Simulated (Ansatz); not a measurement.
Steps of a relaxation of CH5FOSi2 (`F[C@H]1O[Si@H]1[SiH3]`) with RKS PBE-D4/def2-SVP.

```sh
$ ansatz run in.yaml --threads 4 --pin off --events-out ev --progress --plain --max-ram 10444MiB
```

```yaml
crystal:
  periodic: [false, false, false]
  atoms:
    - {symbol: F, position_ang: [-1.946300, -0.713400, 1.055700]}
    - {symbol: C, position_ang: [-1.528600, 0.601700, 0.780500]}
    - {symbol: O, position_ang: [-0.352700, 0.997100, 1.413700]}
    - {symbol: Si, position_ang: [0.070100, 0.840000, -0.192300]}
    - {symbol: Si, position_ang: [1.229000, -1.001700, -0.669800]}
    - {symbol: H, position_ang: [-2.340300, 1.323900, 0.703900]}
    - {symbol: H, position_ang: [0.303000, 2.166800, -0.783400]}
    - {symbol: H, position_ang: [1.322700, -1.201300, -2.130200]}
    - {symbol: H, position_ang: [0.688900, -2.224600, -0.006300]}
    - {symbol: H, position_ang: [2.637300, -0.839700, -0.169000]}
basis:
  gaussian: {orbitals: def2-SVP}
hamiltonian: {xc: pbe, dispersion: d4}
relax: {f_tol: 0.03, max_steps: 200}
```

Positions (Å) and forces (eV/Å) along the path, 7 of 7 steps:

```xyz
10
step=1 energy=-21612.7753 eV
F    -1.946   -0.713    1.056    0.196    1.368    0.078
C    -1.529    0.602    0.780    0.911   -1.469   -1.166
O    -0.353    0.997    1.414   -0.692    0.135    2.731
Si    0.070    0.840   -0.192   -0.874    0.315   -1.410
Si    1.229   -1.002   -0.670    1.063   -0.860    0.110
H    -2.340    1.324    0.704   -0.667    0.193    0.492
H     0.303    2.167   -0.783    0.250    0.398   -0.386
H     1.323   -1.201   -2.130   -0.051   -0.067   -0.526
H     0.689   -2.225   -0.006   -0.258   -0.034    0.062
H     2.637   -0.840   -0.169    0.120    0.021    0.014
10
step=2 energy=-21613.0440 eV
F    -2.029   -0.655    1.113    0.157    0.633   -0.325
C    -1.573    0.606    0.746   -0.068   -0.628    0.103
O    -0.417    0.977    1.435   -0.022    0.243    1.317
Si    0.034    0.828   -0.200   -0.173    0.015   -0.886
Si    1.334   -1.017   -0.692    0.146   -0.299    0.114
H    -2.403    1.343    0.814   -0.037   -0.108   -0.064
H     0.343    2.149   -0.827    0.041    0.113   -0.104
H     1.379   -1.222   -2.176   -0.018   -0.016   -0.118
H     0.667   -2.186   -0.019    0.046    0.019   -0.044
H     2.749   -0.874   -0.191   -0.072    0.028    0.006
10
step=3 energy=-21613.0929 eV
F    -2.001   -0.656    1.074    0.093    0.223   -0.103
C    -1.557    0.609    0.756   -0.122   -0.178    0.030
O    -0.415    0.995    1.470   -0.018    0.082    0.499
Si    0.033    0.853   -0.198   -0.028   -0.090   -0.425
Si    1.328   -1.034   -0.688   -0.038    0.012    0.037
H    -2.412    1.322    0.813    0.079   -0.057   -0.034
H     0.341    2.175   -0.845    0.012   -0.027    0.013
H     1.363   -1.237   -2.180    0.016    0.008    0.015
H     0.670   -2.213   -0.024    0.023    0.043   -0.014
H     2.733   -0.866   -0.175   -0.016   -0.016   -0.018
10
step=4 energy=-21613.0940 eV
F    -2.000   -0.655    1.069   -0.001    0.047   -0.022
C    -1.557    0.606    0.767    0.082    0.004    0.215
O    -0.396    0.983    1.466   -0.236   -0.078   -0.103
Si   -0.013    0.840   -0.243    0.336    0.052    0.014
Si    1.325   -1.024   -0.684   -0.047   -0.030   -0.060
H    -2.402    1.324    0.832   -0.039    0.008    0.007
H     0.356    2.168   -0.843   -0.071    0.004   -0.055
H     1.383   -1.230   -2.174    0.014   -0.034   -0.007
H     0.659   -2.195   -0.022    0.005   -0.024   -0.007
H     2.729   -0.869   -0.165   -0.042    0.052    0.018
10
step=5 energy=-21613.1013 eV
F    -2.003   -0.648    1.059   -0.015   -0.013    0.010
C    -1.550    0.613    0.769    0.022   -0.032    0.049
O    -0.397    0.977    1.482   -0.058    0.015   -0.037
Si    0.012    0.844   -0.222    0.027    0.005   -0.026
Si    1.322   -1.031   -0.690    0.000   -0.010    0.007
H    -2.396    1.332    0.831    0.011    0.010    0.006
H     0.323    2.167   -0.859    0.018    0.023   -0.001
H     1.392   -1.241   -2.178    0.003    0.004   -0.012
H     0.661   -2.208   -0.034   -0.002   -0.002    0.004
H     2.718   -0.857   -0.155   -0.007    0.002    0.000
10
step=6 energy=-21613.1016 eV
F    -1.984   -0.658    1.066    0.013    0.006    0.004
C    -1.545    0.606    0.768   -0.057    0.044    0.041
O    -0.400    0.993    1.476    0.021   -0.040   -0.011
Si    0.014    0.850   -0.226    0.019    0.012   -0.010
Si    1.316   -1.031   -0.690    0.013    0.000    0.009
H    -2.397    1.318    0.831   -0.007   -0.018   -0.020
H     0.330    2.176   -0.860   -0.003   -0.001   -0.006
H     1.395   -1.238   -2.179   -0.001    0.002   -0.003
H     0.645   -2.204   -0.037   -0.001    0.001   -0.002
H     2.709   -0.863   -0.146    0.002   -0.005   -0.001
10
step=7 energy=-21613.1019 eV
F    -1.988   -0.655    1.069    0.001    0.013    0.001
C    -1.547    0.608    0.771    0.002   -0.008    0.019
O    -0.396    0.988    1.476   -0.014   -0.002    0.000
Si    0.011    0.849   -0.228    0.018   -0.003   -0.019
Si    1.319   -1.030   -0.690   -0.003    0.001   -0.005
H    -2.396    1.321    0.833   -0.006   -0.002   -0.001
H     0.325    2.173   -0.865    0.001    0.001    0.002
H     1.400   -1.235   -2.179    0.001    0.000    0.001
H     0.645   -2.205   -0.041    0.000   -0.001    0.000
H     2.710   -0.865   -0.143    0.000    0.001    0.002
```

It took 8 s on 4 threads of an Arm Neoverse V2 on a shared host, with 0.16 GiB of host memory at the peak.
